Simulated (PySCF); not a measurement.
**Scandium: a sound run and one with changed settings**

Sound run: Sc+ [Ar] 3d1 4s1, Sc(2+) [Ar] 3d1. All numbers are calculated (PySCF 2.14, scalar relativity by spin-free X2C-1e, in x2c-SVPall (5s3p3d1f, 36 functions)). In the sound run the correlated levels freeze [Ar]. The sound run starts from symmetry-adapted Hartree-Fock orbitals and uses a fine grid where one is needed.

Changed run: all electrons correlated in a basis built for the valence shell.

| species | method | sound run (hartree) | changed run (hartree) | converged |
| --- | --- | --- | --- | --- |
| Sc+ | MP2 | -762.96520 | -763.10158 | yes |
| Sc(2+) | MP2 | n/a | -762.64172 | yes |

Ionisation energy of Sc+:

```csv
method,sound run (eV),changed run (eV)
UHF,12.177,12.177
MP2,12.222,12.514
SCS-MP2,12.192,12.446
```

A valence basis has no tight correlating functions, so it recovers only part of the core correlation, and not evenly between atom and ion.

For comparison, NIST gives 12.800 eV between the lowest levels.
